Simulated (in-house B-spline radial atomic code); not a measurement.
Atomic self-consistent-field run: the molybdenum ion Mo⁵⁺. Level of theory: scalar-relativistic (X2C) Hartree-Fock with fractional occupations, spin-polarised, spherical fractional occupations, Fermi nucleus of rms radius 4.4091 fm; calculated with a B-spline radial code for spherical atoms.

Command:
```bash
python run_scf.py task.json out
```
Settings (nuclear radius in fm, mass in u):
```
Z                42
configuration    [Kr] 4d1
hamiltonian      x2c
method           hf,
spin_polarised   True
nucleus          fermi
rms_radius       4.4091
atomic_mass      97.9054
speed_of_light   137.035999084
```

Output (hartree, bohr):
```
 radial grid: 67 intervals, B-splines of order 8, outer radius 18.2456 bohr

 iter        energy (Eh)    residual
    1       -4035.791306    5.01e-01
    2       -4040.302483    1.96e-01
    3       -4040.810194    5.15e-02
    4       -4040.856870    1.29e-02
    5       -4040.861732    7.36e-03
    6       -4040.862421    6.10e-04
    7       -4040.862426    8.08e-05
    8       -4040.862426    1.30e-05
    9       -4040.862426    1.80e-06
   10       -4040.862426    7.53e-08

 total energy                     -4040.86243
 kinetic                            4191.7702
 electron-nucleus                  -9677.3250
 Hartree                            1565.1700
 exact exchange                     -120.4776

 orbital      occ     eigenvalue          <r>       <r^2>       <1/r>       r_max
 1s up      1.000      -741.4289    0.0346602  0.00163212     44.9798     0.02229
 1s down    1.000      -741.4293    0.0346602  0.00163212     44.9798     0.02229
 2s up      1.000      -109.6678     0.152975   0.0276601     10.0918      0.1293
 2s down    1.000      -109.6577     0.152968   0.0276575     10.0924      0.1293
 2p up      3.000       -98.0969     0.133766   0.0218852     9.55783      0.1034
 2p down    3.000       -98.0871     0.133755   0.0218815     9.55843      0.1034
 3s up      1.000       -21.9290     0.425698     0.20754     3.43937      0.3823
 3s down    1.000       -21.9242     0.425677      0.2075     3.43913      0.3823
 3p up      3.000       -18.0265     0.427639    0.212633     3.22879      0.3765
 3p down    3.000       -18.0204     0.427602    0.212562     3.22853      0.3765
 3d up      5.000       -11.6660      0.41338    0.204873     2.97342      0.3232
 3d down    5.000       -11.6512     0.413595    0.205063     2.97181      0.3234
 4s up      1.000        -5.2934      1.08345     1.32105     1.25071      0.9805
 4s down    1.000        -5.2355      1.08042     1.31371     1.25518      0.9784
 4p up      3.000        -4.0848      1.17928     1.57503     1.12617       1.052
 4p down    3.000        -4.0090      1.17628     1.56734     1.12984       1.049
 4d up      1.000        -2.0445      1.51519     2.65151    0.852669        1.28
```

Cost of the run: 0.31 s on 1 thread of Arm Neoverse V2, with other jobs on the host.

Caution: exact exchange at fractional occupations of open shells leaves self-interaction of up to several eV.

One-electron X2C: radii and densities carry no picture-change correction, so inner-shell <1/r> comes out high (for 1s by about 2 % at Z = 33, 5 % at 54, 10 % at 75, 30 % at 118) and <r> low.
